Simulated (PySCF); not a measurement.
# Excitation energy of Au²⁺ by level of theory

Au²⁺ [Xe] 4f14 5d9 (2D) → Au²⁺ [Xe] 4f14 5d8 6p1 (high-spin determinant), as a difference of total energies. Calculation: PySCF 2.14, in x2c-TZVPPall; the spin-free X2C one-electron Hamiltonian (Gaussian nucleus). Correlated levels: valence: [Xe] 4f14 frozen. The calculations carry no spin-orbit coupling.

```tsv
method	excitation energy (cm⁻¹)
UHF	96397
MP2 (valence)	103520
SCS-MP2 (valence)	104330
CCSD (valence)	101930
CCSD(T) (valence)	101930
```

A first-order spin-orbit estimate (lowest level to lowest level, LS coupling) adds 0.047 eV.

The basis was made for the ground configuration and has no added diffuse functions, so the excitation energy can come out too high.

The determinant of the upper state mixes LS terms, which raises its energy above the lowest term, most at the Hartree-Fock and MP2 levels.
